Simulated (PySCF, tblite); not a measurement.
C₅H₈F₂O₂Si.
Cartesian coordinates in Å at the GFN2-xTB level; atoms count from 1:
```xyz
18
C5H8F2O2Si angstrom
O     -1.036   -0.264    1.785
C     -1.727   -0.057    0.826
C     -1.174   -0.099   -0.564
C     -0.429    1.249   -0.795
O      0.308    1.667    0.309
C      1.505    0.932    0.545
Si     1.261   -0.968    0.687
C     -0.156   -1.235   -0.608
F      0.376   -1.304   -1.871
F     -0.816   -2.428   -0.459
H     -2.789    0.219    0.928
H     -1.948   -0.227   -1.323
H      0.206    1.140   -1.686
H     -1.166    2.037   -0.975
H      2.220    1.159   -0.260
H      1.907    1.352    1.466
H      2.426   -1.567    0.015
H      1.022   -1.601    1.969
```

Theory: PBE0/pcSseg-1 in PySCF (dipole) on a GFN2-xTB geometry, gas phase.

Masses are those of the commonest isotopes; rigid-rotor values at the optimised geometry. The values belong to one conformer with, in the numbering `[O:1]=[CH:2][C@H:3]1[CH2:4][O:5][CH2:6][SiH2:7][C:8]1([F:9])[F:10]`, O1–C2–C3–C4 -79°, C2–C3–C4–O5 41°, C3–C4–O5–C6 74°, C4–O5–C6–Si7 -54°, O5–C6–Si7–C8 35°.

Problem. Give the principal moments of inertia and the rotational constants in cm⁻¹.

Solution. Ia = 339.18, Ib = 431.12, Ic = 466.84 u·Å²; 505379 MHz·u·Å²/I gives 1490, 1172 and 1083 MHz, that is A = 0.04970, B = 0.03910, C = 0.03611 cm⁻¹.

Problem. Classify the top.

Solution. An asymmetric top. Ray's parameter κ = (2B − A − C)/(A − C) = -0.560; −1 is the prolate and +1 the oblate limit.

Problem. What does the inertial defect say?

Solution. Not planar: Δ = Ic − Ia − Ib = -303.46 u·Å². For a rigid frame Δ = −2 Σ m c², so Σ m c² = 151.73 u·Å² lies off the ab plane: 19.76 from hydrogen and 131.97 from heavier atoms. The atom farthest from that plane is 2.45 Å away.

Problem. Give the other two planar moments, Paa and Pbb, and the rms extents of the mass along the axes.

Solution. Paa = Σ m a² = (Ib + Ic − Ia)/2 = 279.39 and Pbb = Σ m b² = (Ia + Ic − Ib)/2 = 187.45 u·Å². With the mass M = 166.03 u, the rms extents √(P/M) along a, b and c are 1.30, 1.06, 0.96 Å.

Problem. List the rotational levels J(Ka,Kc) to J = 4 (K).

Solution. Above 0(0,0), as E/k:
J = 1: 1(0,1) 0.108, 1(1,1) 0.123, 1(1,0) 0.128
J = 2: 2(0,2) 0.324, 2(1,2) 0.336, 2(1,1) 0.348, 2(2,1) 0.394, 2(2,0) 0.395
J = 3: 3(0,3) 0.645, 3(1,3) 0.653, 3(1,2) 0.679, 3(2,2) 0.719, 3(2,1) 0.723, 3(3,1) 0.806, 3(3,0) 0.806
J = 4: 4(0,4) 1.072, 4(1,4) 1.076, 4(1,3) 1.119, 4(2,3) 1.151, 4(2,2) 1.162, 4(3,2) 1.241, 4(3,1) 1.241, 4(4,1) 1.361, 4(4,0) 1.361

Problem. Which lines would a microwave search look for?

Solution. The dipole components are |μa| = 1.20 D, |μb| = 0.78 D, |μc| = 1.69 D. Intensities carry the squares of the components, which stand as 0.50 : 0.21 : 1.00 (a : b : c). Some lines, for components of 0.1 D or more:

```
type  branch         J(Ka,Kc)    MHz  lower level (cm⁻¹)
   c       Q  1(1,1) ← 1(0,1)    318               0.075
   c       Q  5(2,4) ← 5(1,4)    509               1.158
   a       Q  3(1,2) ← 3(1,3)    536               0.454
   c       Q  4(2,3) ← 4(1,3)    677               0.777
   b       Q  5(3,3) ← 5(2,4)   1939               1.175
   b       Q  4(4,0) ← 4(3,1)   2501               0.863
   b       Q  5(4,2) ← 5(3,3)   2511               1.240
   c       R  2(2,1) ← 1(1,1)   5642               0.086
   a       R  3(0,3) ← 2(0,2)   6702               0.225
   b       R  4(2,2) ← 3(3,1)   7402               0.560
   b       R  3(2,2) ← 2(1,1)   7718               0.242
   c       R  3(2,1) ← 2(1,1)   7797               0.242
   c       R  3(2,2) ← 2(1,2)   7987               0.233
   a       R  4(0,4) ← 3(0,3)   8880               0.449
   b       R  4(2,3) ← 3(1,2)   9836               0.472
   b       R  5(1,4) ← 4(2,3)  10729               0.800
   b       R  4(3,1) ← 3(2,2)  10883               0.500
   b       R  5(1,5) ← 4(0,4)  11090               0.745
   b       R  4(4,1) ← 3(3,0)  11559               0.561
   c       R  4(4,0) ← 3(3,0)  11559               0.561
   b       R  5(4,1) ← 4(3,2)  13826               0.862
```

Problem. Estimate the classical rotational partition function at 50 K, 200 K and 500 K.

Solution. Point group C1, symmetry number σ = 1; q = (√π/σ)·√((kT/h)³/(ABC)), k/h = 20836.6 MHz/K: 43300 at 50 K, 347000 at 200 K, 1370000 at 500 K.

Its GFN2-xTB frequencies are all real (lowest 84 cm⁻¹). Zero-point vibration and centrifugal distortion are left out.
